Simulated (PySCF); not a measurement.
Isomers of C6H4F3N. Method used: PySCF, TDDFT PBE0/def2-SVPD, vertical, gas phase, core orbitals frozen in the response. Geometries: GFN2-xTB; one conformer of each isolated species. Triplets are in the Tamm–Dancoff approximation.

**Question.** Rank by computed LUMO energy, lowest first.
A. `N#C[C@H]1CC=C1C(F)(F)F`
B. `C#C[C@@H](N=C)C(F)=C(F)F`
C. `FC(F)(F)c1ccccn1`
D. `CC(=C=CC(F)(F)F)C#N`

**Answer.** D (-1.81 eV), C (-1.50 eV), A (-1.33 eV), B (-0.90 eV).

| SMILES | LUMO (eV) | f (S1) | α (au) | first f ≥ 0.01 (nm) | T1 (eV) | S1 mainly |
| --- | --- | --- | --- | --- | --- | --- |
| CC(=C=CC(F)(F)F)C#N | -1.81 | 0.000 | 82.1 | 197 | 3.89 | H→L+1 (92%) |
| FC(F)(F)c1ccccn1 | -1.50 | 0.003 | 74.9 | 219 | 4.18 | H→L (99%) |
| N#C[C@H]1CC=C1C(F)(F)F | -1.33 | 0.077 | 71.6 | 180 | 4.23 | H→L (46%) |
| C#C[C@@H](N=C)C(F)=C(F)F | -0.90 | 0.001 | 79.4 | 214 | 4.19 | H-1→L (92%) |

H and L stand for HOMO and LUMO.

- `CC(=C=CC(F)(F)F)C#N`: Löwdin shares by element: HOMO carbon 61% or more, nitrogen 18% (atoms not listed hold the other 21%); LUMO carbon 61% or more, nitrogen 15% (atoms not listed hold the other 24%).
- `FC(F)(F)c1ccccn1`: Löwdin shares by element: HOMO nitrogen 58%, carbon 25% or more (atoms not listed hold the other 17%); LUMO carbon 55% or more, nitrogen 21% (atoms not listed hold the other 24%).
- `N#C[C@H]1CC=C1C(F)(F)F`: Löwdin shares by element: HOMO carbon 77% or more (atoms not listed hold the other 23%); LUMO carbon 72% or more, hydrogen 6% or more (atoms not listed hold the other 22%).
- `C#C[C@@H](N=C)C(F)=C(F)F`: Löwdin shares by element: HOMO carbon 56% or more, fluorine 22% or more (atoms not listed hold the other 21%); LUMO carbon 35% or more, nitrogen 31%, hydrogen 13% or more (atoms not listed hold the other 21%).
